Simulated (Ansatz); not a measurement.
Cost and result up the ladder for Li₂Al₃ (5 atoms). Total charge 0; doublet. Geometry: B3LYP-D4/def2-TZVP.

```csv
atom,x (Å),y (Å),z (Å)
Al1,0.9864,-0.5209,0.5173
Al2,1.6286,2.0180,0.1660
Al3,-0.4310,0.1883,-1.3791
Li4,-0.8194,-2.3252,-0.5089
Li5,-1.3646,0.6399,1.2047
```

Ansatz on 2 threads of Arm Neoverse V1 on a shared host. Times are rough, and most runs start from the orbitals of an earlier one. PBE0-D4/def2-TZVP serves as the yardstick here, not as an exact answer. Binding counts from free atoms at the same level (Al doublet, Li doublet; other spins of the atoms weren't run), without zero-point energy or a counterpoise term.

B3LYP takes the VWN-RPA correlation. Another isomer (quartet) lies 0.05 eV lower at PBE0-D4/def2-TZVP; other spin states weren't run for this one.

Run but left out: LC-ωPBE/def2-TZVP, CCSD(T)/def2-TZVPP (⟨S²⟩ 1.10 to 1.70, where a pure state has 0.75).

| level | functions | wall time | binding energy per atom (eV) | difference from PBE0-D4/def2-TZVP (eV) | remarks |
| --- | --- | --- | --- | --- | --- |
| PBE-D4/def2-TZVP (with forces) | 139 | 6.5 s | 1.50 | 0.06 | – |
| B3LYP-D4/def2-TZVP | 139 | 7 s | 1.31 | -0.13 | – |
| PBE0-D4/def2-TZVP | 139 | 14 s | 1.43 | 0.00 | – |
| r2SCAN-D4/def2-TZVP | 139 | 16 s | 1.49 | 0.05 | spin-contaminated (⟨S²⟩ 0.98) |
